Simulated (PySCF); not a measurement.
## From computed data to an observable: oscillator strength and radiative lifetime

Al(Cl)2(OH) (AlCl2HO), SMILES [Cl][Al]([Cl])[OH].

Coordinates come from a PBE0-D3(BJ)/def2-SVP optimisation. The geometry has at least one imaginary mode, so it is a saddle point at that level. The values are those of a single conformer.

TDDFT-B3LYP/def2-SVPD (PySCF 2.14.0) puts the first singlet state with f over 0.02 at 7.02 eV (vertical), with the transition dipole (0.000, 0.000, -0.480) in atomic units.

Task: Find the oscillator strength, the wavelength and the radiative lifetime that this transition would have in vacuum if emission retraced absorption.

Result: 
|μ|² = 0.2304 au, so |μ| = 1.22 D. ΔE = 7.02/27.211 = 0.2580 hartree. f = (2/3) ΔE |μ|² = 0.040 (the program prints 0.040).
λ = 1239.84/7.02 = 177 nm; ν = 56620 cm⁻¹.
Einstein's coefficient A = 0.6670 ν² f s⁻¹ (ν in cm⁻¹) = 8.5e7 s⁻¹, so τ = 1/A = 12 ns. This state is S4; the lower singlets have f = 0.001, 0.000, 0.007. The figure is the radiative limit of this one transition; relaxation, internal conversion, crossing to triplets and a medium change what is measured.
